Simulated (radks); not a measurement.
Species: Fe VI. Configuration: [Ne] 3s1 3p6 3d3 4s1 (not the ground configuration).

Method: Dirac Kohn-Sham, BLYP, spin-unpolarised, spherical densities, finite nucleus; open shells fill j = l - 1/2 first; Fermi nuclear charge, rms radius 3.7377 fm; computed with a radial shooting solver on a logarithmic mesh with Libxc functionals.

Energy parts (hartree):
| part | energy |
|---|---|
| total | -1261.49691 |
| kinetic | 1279.31172 |
| electron-nucleus | -2945.45280 |
| Hartree | 457.31771 |
| exchange-correlation | -52.67353 |

Orbitals (lengths in bohr, moments of r in powers of bohr; <r^-3> diverges for s and p1/2):
orbital  occ.  eigenvalue (hartree)   <1/r>  <r^-3>
1s1/2       2             -261.0180   25.98       -
2s1/2       2             -33.90428   5.582       -
2p1/2       2             -29.76550   5.529       -
2p3/2       4             -29.30598   5.431   470.0
3s1/2       1              -6.83804   1.837       -
3p1/2       2              -5.59694   1.736       -
3p3/2       4              -5.53114   1.714   67.76
3d3/2       3              -3.52383   1.498   7.609
3d5/2       0              -3.51495   1.493   7.495
4s1/2       1              -2.25568  0.7213       -

The highest occupied level is 4s1/2 at -61.380 eV. The configuration is held as typed, so some empty levels lie below it. The density falls to 0.001 e/bohr^3 at r = 3.03 bohr. Summed over all electrons, <r^2> = 12.21 bohr^2, which gives a Langevin (diamagnetic) susceptibility term of -9.67 x 10^-6 cm^3/mol. The electron density at the nucleus is 1.503e+04 e/bohr^3.
